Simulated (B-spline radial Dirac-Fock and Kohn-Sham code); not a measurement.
# Two-hole binding energies of Si⁺

System: Si⁺, configuration [Ne] 3s2 3p1.

Model: Dirac-Fock (average of configuration) total-energy differences with a finite nucleus, the Breit interaction including its frequency dependence, and self-energy and vacuum-polarisation corrections. Program: a radial B-spline solver. U is the two-hole binding energy less the two single-hole energies, the effective repulsion of the holes after relaxation. Each two-hole energy is an average over J within one jj subconfiguration.

| holes | E(a) (eV) | E(b) (eV) | E(ab) (eV) | U (eV) |
| --- | --- | --- | --- | --- |
| 1s⁻² | 1860.2 | 1860.2 | 3906.7 | 186.3 |
| 1s⁻¹ 2p1/2⁻¹ | 1860.2 | 119.5 | 2026.0 | 46.3 |
| 1s⁻¹ 2p3/2⁻¹ | 1860.2 | 118.9 | 2025.1 | 46.1 |
| 2s⁻² | 172.5 | 172.5 | 379.6 | 34.7 |
| 2s⁻¹ 2p1/2⁻¹ | 172.5 | 119.5 | 322.7 | 30.7 |
| 2s⁻¹ 2p3/2⁻¹ | 172.5 | 118.9 | 322.0 | 30.7 |
| 2p1/2⁻² | 119.5 | 119.5 | 276.0 | 37.0 |
| 2p3/2⁻² | 118.9 | 118.9 | 273.0 | 35.2 |
| 2p1/2⁻¹ 2p3/2⁻¹ | 119.5 | 118.9 | 272.9 | 34.5 |
| 2p1/2⁻¹ 3s⁻¹ | 119.5 | 22.41 | 156.1 | 14.3 |
| 2p3/2⁻¹ 3s⁻¹ | 118.9 | 22.41 | ? | ? |

Q: Give the missing two-hole energy and U.

A: E(ab) = 155.5 eV and U = 14.3 eV.

Values without a named source are computed, but for edge energies of neutral atoms, which are taken from tables.
